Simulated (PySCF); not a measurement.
**Working out the ionisation energy of I⁺**

I⁺ [Kr] 4d10 5s2 5p4 (3P) → I²⁺ [Kr] 4d10 5s2 5p3 (4S). Calculation: PySCF 2.14, in aug-cc-pVTZ-PP with ECP28MDF (6s5p4d2f, 55 functions); scalar relativity through the core potential. Frozen: 4s2 4p6 4d10. Energies in hartree (1 hartree = 27.21139 eV):

```csv
part,I⁺ (lower),I²⁺ (upper)
UHF,-294.311086,-293.662047
CCSD correlation,-0.105640,-0.078071
(T),-0.002964,-0.002033
```

Task: What does Hartree-Fock give?

Result: (-293.662047) − (-294.311086) = 0.649039 hartree = 17.661 eV.

Task: What do CCSD and CCSD(T) give?

Result: The CCSD correlation energies differ by 0.027569 hartree = 0.750 eV and the triples by 0.000931 hartree = 0.025 eV, so CCSD gives 18.411 eV and CCSD(T) 18.436 eV.

Measured between the centres of the two terms (NIST): 18.750 eV, so CCSD(T) (valence) is off by -0.314 eV.

What remains against the reference includes basis incompleteness, the frozen core and higher excitations.
